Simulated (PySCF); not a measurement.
CHO2 (SMILES O=[C-]O), charge -1, singlet, at a GFN2-xTB geometry. Base run: CCSD(T)/def2-SVP (PySCF).

Input for PySCF:
```python
from pyscf import gto, scf, cc

mol = gto.Mole()
mol.atom = '''
    O    -1.06017647   -0.42035133   -0.00039719
    C     0.00193940    0.63730099   -0.02155352
    O     1.13549551    0.10277181    0.01219052
    H    -0.61418871   -1.28316976    0.03497448
'''
mol.basis = 'def2-svp'
mol.charge = -1
mol.verbose = 4
mol.build()

mf = scf.RHF(mol)
mf.kernel()

mycc = cc.CCSD(mf)
mycc.kernel()
et = mycc.ccsd_t()
print('E(CCSD(T)) = %.10f' % (mycc.e_tot + et))
mf.analyze()
```

Each row names what was changed in the base input (with any setting that the change needs).

| change | ΔE vs base (mEh) | MP2 correlation (Eh) | CC correlation without the perturbative part (Eh) | basis functions |
|---|---|---|---|---|
| base | 0.000 | -0.50401 | -0.51508 | 47 |
| method = cisd | 70.966 | - | - | 47 |
| cc.level_shift = 0.2 | 0.000 | -0.50401 | -0.51508 | 47 |
| method = ccsd | 16.114 | -0.50401 | -0.51508 | 47 |
| cc.conv_tol = 1e-5 | -0.001 | -0.50401 | -0.51508 | 47 |
| frozen = 3 | 6.270 | -0.49714 | -0.50892 | 47 |
| cc.direct = True | 0.000 | -0.50401 | -0.51508 | 47 |
| frozen = 2 | 4.144 | -0.49938 | -0.51099 | 47 |
| density fitting = JK and correlation | 0.037 | -0.50409 | -0.51524 | 47 |
| frozen = 4 | 70.516 | -0.43762 | -0.44618 | 47 |
